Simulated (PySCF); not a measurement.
Electric field gradients and quadrupole coupling constants

Compound: C4H7F2N.
Cartesian coordinates in Å at the GFN2-xTB level; atoms count from 1:
```
atom  x, y, z in Å
C1     2.2035    0.1503   -0.0491
C2     1.0314   -0.3495    0.2886
C3    -0.2596   -0.0054   -0.3985
N4    -0.8951   -1.2008   -0.9120
C5    -1.1654    0.7496    0.6000
F6    -0.6051    1.9165    0.9924
F7    -2.3459    1.0727    0.0087
H8     3.1052   -0.1186    0.4729
H9     2.3092    0.8499   -0.8607
H10    0.9409   -1.0556    1.1034
H11   -0.0698    0.6679   -1.2420
H12   -1.7753   -0.9749   -1.3618
H13   -1.0757   -1.8650   -0.1669
H14   -1.3989    0.1622    1.5029
```

Field gradients from the PBE0/pcSseg-1 density (PySCF, non-relativistic), principal values in atomic units, ordered |Vxx| ≤ |Vyy| ≤ |Vzz|:

```tsv
atom	Vxx	Vyy	Vzz
N4	0.4815	0.6808	-1.1623
```

Task: Find the asymmetry η = (Vxx − Vyy)/Vzz and the couplings χ = eQV/h (234.96 MHz × Q in barn × V in au), with Q(14N) = 0.02044 b.

Result: 
| atom | environment | nucleus | η | χzz (MHz) | χxx (MHz) | χyy (MHz) |
| --- | --- | --- | --- | --- | --- | --- |
| N4 | primary amine nitrogen | 14N | 0.17 | -5.58 | 2.31 | 3.27 |

Task: What is Vzz at N4 in SI units (1 au = 9.71736 × 10²¹ V/m²)?

Result: -1.1623 au = -11.295 × 10²¹ V/m².

Task: And the gradient at the other heavy atoms, for which no coupling is worked out here?

Result: 
| atom | environment | Vzz (au) | η |
| --- | --- | --- | --- |
| C1 | terminal =CH2 carbon | 0.332 | 0.35 |
| C2 | alkene CH carbon | 0.283 | 0.74 |
| C3 | sp3 carbon bound to nitrogen | 0.159 | 0.56 |
| C5 | CHF2 carbon | -0.534 | 0.78 |
| F6 | fluorine of a CF2 group | 2.907 | 0.10 |
| F7 | fluorine of a CF2 group | 2.873 | 0.11 |

Were the hydrogens deuterons (Q(2H) = 0.00286 b), χzz would run from 179 kHz (H14) to 268 kHz (H13).

Isolated species at its GFN2-xTB geometry (one conformer only). GFN2-xTB bond lengths can be off by several hundredths of an ångström, more for odd bonds, and the gradients follow them. These gradients aren't converged with respect to the basis.
